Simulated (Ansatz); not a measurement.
A run for Ansatz (a first-principles code): R-B97M-V/def2-TZVPP on Pt, 2S+1 = 1, a spin state set in the input, which need not be the lowest. Elements past Kr take the def2 small-core potentials; no spin–orbit coupling.

Ansatz 0.2 input:
```yaml
crystal:
  periodic: [false, false, false]
  atoms:
    - {symbol: Pt, position_ang: [0.00000000, 0.00000000, 0.00000000]}
basis:
  gaussian:
    orbitals: def2-TZVPP
hamiltonian:
  xc: {name: B97M-V}
scf: {lower_state_search: full}
```

It printed:

```
Functional definition: B97M-V
[...]
integrals: 0.02 GiB planned
372 factors; their error is unknown
mean field: 0.15 GiB planned
mean field evaluation 1: about -3240.0248 eV, gradient 4.8e1 eV
mean field evaluation 2: about -3205.8723 eV, gradient 1.4e2 eV
mean field evaluation 4: about -3239.8514 eV, gradient 3.7e1 eV
mean field evaluation 8: about -3244.2083 eV, gradient 3.2e0 eV
mean field evaluation 16: about -3244.2380 eV, gradient 2.3e0 eV
mean field evaluation 32: about -3242.1639 eV, gradient 5.6e-5 eV
mean field evaluation 64: about -3212.6984 eV, gradient 5.1e1 eV
mean field evaluation 96: about -3244.1783 eV, gradient 6.0e0 eV
mean field -3244.24357018 eV, -119.2237521767 hartree, gradient 9.2e-6 eV, S^2 0.000000; 9 other end points of the search recorded, 0 dependent functions left out
reference -3244.24359660 eV, -119.2237531476 hartree; 9, 9 occupied and 47, 47 virtual orbitals, 372 factors
Total energy: -3244.24359660 eV, -119.2237531476 hartree
```

The run converged.

Cost: about 7 core-seconds (a rough figure).
